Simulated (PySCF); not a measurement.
C₃F₃, SMILES C(#[C])C(F)(F)F, multiplicity 2.

Coordinates come from a PBE-D3(BJ)/def2-SVP optimisation. The isomer is the one that the SMILES or the coordinates give; other isomers of the formula were not compared.

The numbers are results of TDA-M06-2X/def2-SVPD (PySCF), not measurements.

Vertical excitations; the highest root listed may be one member of a degenerate set. The molecule is in vacuum.

| state | energy (eV) | λ (nm) | f | main pairs |
|---|---|---|---|---|
| root 1 | 0.29 | 4207 | 0.000 | β HOMO→LUMO (degenerate set) |
| root 2 | 0.29 | 4207 | 0.000 | β HOMO−1→LUMO (degenerate set) |
| root 3 | 5.46 | 227 | 0.001 | α HOMO−1→LUMO 24 %, α HOMO→LUMO+1 24 %, β HOMO−1→LUMO+1 22 %, β HOMO→LUMO+2 22 % |
| root 4 | 5.98 | 207 | 0.000 | α HOMO→LUMO 48 %, α HOMO−1→LUMO+1 48 % |
| root 5 | 6.16 | 201 | 0.000 | β HOMO→LUMO+1 47 %, β HOMO−1→LUMO+2 47 % |
| root 6 | 6.18 | 201 | 0.000 | β HOMO−3→LUMO 99 % |
| root 7 | 6.36 | 195 | 0.000 | α HOMO→LUMO+1 23 %, α HOMO−1→LUMO 23 %, β HOMO−1→LUMO+1 25 %, β HOMO→LUMO+2 25 % |
| root 8 | 6.37 | 195 | 0.000 | α HOMO−1→LUMO+1 23 %, α HOMO→LUMO 23 %, β HOMO−1→LUMO+2 25 %, β HOMO→LUMO+1 25 % |
| root 9 | 6.37 | 195 | 0.011 | β HOMO−2→LUMO 97 % |
| root 10 | 6.71 | 185 | 0.000 | β HOMO−4→LUMO 100 % |
Unrestricted roots are not spin-pure.
